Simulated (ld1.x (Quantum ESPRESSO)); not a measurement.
**Sc (Z = 21): one change to a TM potential, before and after**

Sc (Z = 21), norm-conserving Troullier–Martins (Kleinman–Bylander form), made with ld1.x (Quantum ESPRESSO) 7.5 (Wu–Cohen, scalar-relativistic). Core [Ne], reference 3s2 3p6 3d1 4s0 4p0 (charge +2). Waves: 3p (bound): rc 1.30 bohr; 3d (bound): rc 2.90 bohr; 3s (bound): rc 1.35 bohr. Local part: the s channel. Core correction: Bessel-smoothed model core inside 0.65 bohr.

Change: wave 3p (bound): rc 1.30 bohr becomes 3p (bound): rc 0.84 bohr.

Cutoffs: the cutoffs (Ry, on a coarse ladder) from which the occupation-weighted sum of valence levels, in a spherical-Bessel basis at the reference potential, stays within 10 and 1 mRy of its value at 400 Ry; they do not see the model core or the augmentation charge, which bear on the density cutoff. Errors are all-electron minus pseudo energies relative to the spin-unpolarised reference configuration.

What does the change do?

The potential gets harder (70 Ry and 100 Ry → 160 Ry and 300 Ry); the errors of the 7 common tests hardly move; neither file shows a bound ghost. A smaller radius makes the pseudo-wave follow the all-electron one further in, where it bends more sharply, so more plane waves are needed.

```tsv
quantity	base	changed
cutoff, loose	70 Ry	160 Ry
cutoff, tight	100 Ry	300 Ry
loose cutoff by channel (10 mRy a level)	p 30 Ry, d 30 Ry, s 40 Ry	p 110 Ry, d 30 Ry, s 40 Ry
bound ghosts	none	none
error for 3s2 3p6 3d1 4s2 4p0, meV [ΔE -19.49 eV]	+253	+253
error for 3s2 3p6 3d1 4s1 4p0, meV [ΔE -12.59 eV]	+178	+178
error for 3s2 3p6 3d0 4s0 4p0, meV [ΔE 24.86 eV]	+398	+398
error for 3s2 3p6 3d1 4s0 4p2, meV [ΔE -13.80 eV]	+43	+42
error for 3s2 3p6 3d1 4s0 4p1, meV [ΔE -9.17 eV]	+34	+34
error for 3s1 3p6 3d1 4s2 4p0, meV [ΔE 42.35 eV]	+503	+502
error for 3s2 3p6 3d2 4s1 4p0, meV [ΔE -17.83 eV]	+119	+119
s: phases at 3.16 bohr within 0.05 rad from the reference energy up to (Ry; the scan ends near 5)	-1.5	-1.5
p: phases at 3.16 bohr within 0.05 rad from the reference energy up to (Ry; the scan ends near 5)	2.4	2.5
d: phases at 3.16 bohr within 0.05 rad from the reference energy up to (Ry; the scan ends near 5)	-0.3	-0.3
```
